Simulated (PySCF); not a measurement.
**Excitation energy of As⁺ by level of theory**

As⁺ [Ar] 3d10 4s2 4p2 (3P) → As⁺ [Ar] 3d10 4s1 4p3 (5S), as a difference of total energies. Calculation: PySCF 2.14, in def2-QZVPPD (12s7p5d4f1g, 95 functions); no relativity, point nucleus. Correlated levels: valence: [Ar] 3d10 frozen; valence and next inner shell: [Ne] frozen. The calculations carry no spin-orbit coupling.

```
                                method  excitation energy (eV)  difference from reference (eV)
                                   UHF                   4.406                          -2.171
                                   LDA                   6.993                          +0.416
                                   PBE                   6.776                          +0.199
                                  PBE0                   6.352                          -0.225
                                r2SCAN                   5.967                          -0.610
                               wB97X-V                   6.679                          +0.102
                                PBEsol                   6.613                          +0.036
                                  BP86                   6.823                          +0.246
                               LC-wPBE                   6.254                          -0.323
                         MP2 (valence)                   5.444                          -1.133
                     SCS-MP2 (valence)                   5.903                          -0.674
    MP2 (valence and next inner shell)                   5.925                          -0.652
SCS-MP2 (valence and next inner shell)                   6.297                          -0.280
```

Reference: 6.577 eV (measured; NIST levels, between the centres of gravity of the two terms).

These non-relativistic numbers lack the scalar-relativistic shift.

Errors of the correlated levels include the incompleteness of this basis and the frozen core.
